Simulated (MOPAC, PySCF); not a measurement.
C$_{2}$H$_{8}$Ge, SMILES `[CH3][GeH2][CH3]`, neutral singlet in the gas phase. 

Cartesian coordinates (Å):
SMILES: [CH3][GeH2][CH3]
```xyz
11

C      1.5996    -0.3737    -0.0192
Ge     0.0044     0.7209     0.2614
C     -1.6036    -0.2818    -0.2186
H      1.6744    -0.6770    -1.0740
H      2.5086     0.1847     0.2471
H      1.5547    -1.2810     0.6012
H      0.0947     2.0004    -0.6004
H     -0.0755     1.1511     1.7435
H     -2.5051     0.3291    -0.0666
H     -1.5636    -0.5856    -1.2751
H     -1.6887    -1.1871     0.4006
```
Charge 0, spin multiplicity 1.

All levels are single points at this geometry (PBE0-D3(BJ)/def2-SVP); Pople sets use spherical d functions. Orbital energies aren't observables, and empty levels follow the basis.

HF/STO-3G in PySCF gives dipole (D) = 0.08.

Problem. Estimate the dipole (D) from each of these levels: PBE0-D4/def2-TZVP in PySCF; TPSSh-D3(BJ)/def2-TZVP in PySCF; B3LYP/6-311+G** (LANL2DZ on Ge) in PySCF; M06-2X/6-31G* in PySCF; PM3 in MOPAC.

Solution. 
| level | dipole (D) |
|---|---|
| PBE0-D4/def2-TZVP in PySCF | 0.70 |
| TPSSh-D3(BJ)/def2-TZVP in PySCF | 0.71 |
| B3LYP/6-311+G** (LANL2DZ on Ge) in PySCF | 0.57 |
| M06-2X/6-31G* in PySCF | 0.69 |
| PM3 in MOPAC | 0.34 |
